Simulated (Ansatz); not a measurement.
Born–Oppenheimer molecular dynamics of CH₆Sn (8 atoms, charge 0, multiplicity 1). It starts from a relaxed structure.

Theory: RKS B3LYP-D4/def2-SVPD (Ansatz 0.2.0).

| Property | Result |
| --- | --- |
| ensemble | NVT, Nosé–Hoover chain |
| time step | 0.5 fs |
| steps asked | 150 |
| set temperature | 200 K |
| thermostat | time constant 100 fs, chain length 3 (defaults) |
| seed | 957563 |

First frame:

```xyz
8
Properties=species:S:1:pos:R:3
Sn 0.004 0.007 0.003
H 0.367 -0.163 1.676
H 1.472 0.236 -0.864
H -0.992 1.392 -0.212
C -1.018 -1.764 -0.720
H -1.947 -1.920 -0.155
H -1.264 -1.649 -1.784
H -0.376 -2.646 -0.597
```

Question: How far do the bonds stretch over the last three quarters of this one trajectory? (Pairs bonded in most of those frames.)

Answer: 
```csv
bond,mean (Å),spread (Å),shortest,longest
Sn1–H2,1.720,0.009,1.71,1.74
Sn1–H3,1.724,0.029,1.68,1.77
Sn1–H4,1.720,0.027,1.68,1.76
Sn1–C5,2.175,0.020,2.14,2.20
C5–H6,1.105,0.036,1.05,1.15
C5–H7,1.099,0.018,1.07,1.13
C5–H8,1.100,0.011,1.08,1.12
```

Mean temperature of the second half: 106 K. The conserved energy stayed within 0.19 meV per atom of its start (net change 0.09 meV per atom), so the integration is sound. The mean temperature of the second half is 47 % below the set value. A run of 0.075 ps of so small a system gives no equilibrium averages.

The run took 5.8 min on 2 threads of Arm Neoverse V1 (shared host), peak memory 0.2 GiB.
